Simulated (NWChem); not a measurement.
C2H3FN2Si; SMILES F[Si@@H]1C=NC=N1

```xyz
9

F      0.1066     2.0100    -0.5871
Si     0.0147     0.7468     0.4190
C      1.2791    -0.6331     0.0511
N      0.6316    -1.6975    -0.2451
C     -0.8047    -1.4507    -0.2271
N     -1.3284    -0.3255     0.0437
H     -0.0176     1.2680     1.8062
H      2.3759    -0.6750     0.0832
H     -1.4038    -2.3407    -0.4731
```
Atoms are numbered in this order, from 1.

Computed with NWChem. Pople sets run with spherical d functions. Geometry: optimised at PBE0/def2-SVP. GIAO values for the isolated, static molecule; σ is the absolute isotropic shielding, δ = σ(reference) − σ with the isolated reference molecule computed at the same levels (13C: tetramethylsilane, 1H: tetramethylsilane, 15N: ammonia, 29Si: tetramethylsilane).

For level KT2/pcSseg-1:

δ Si2 (ppm): 4.0
δ N4 (ppm): 428.3
δ C5 (ppm): 167.9
δ N6 (ppm): 277.1
δ H7 (ppm): 5.42
δ H8 (ppm): 8.62
δ H9 (ppm): 8.66

Task: How do the values read with level B3LYP/6-311G** instead?

Result: The δ Si2 (ppm) comes out as -0.5, the δ N4 (ppm) is 462.9 and the δ C5 (ppm) is 176.3. The δ N6 (ppm) is 306.1 and the δ H7 (ppm) is 5.29. The δ H8 (ppm) is 8.96 and the δ H9 (ppm) is 8.93.
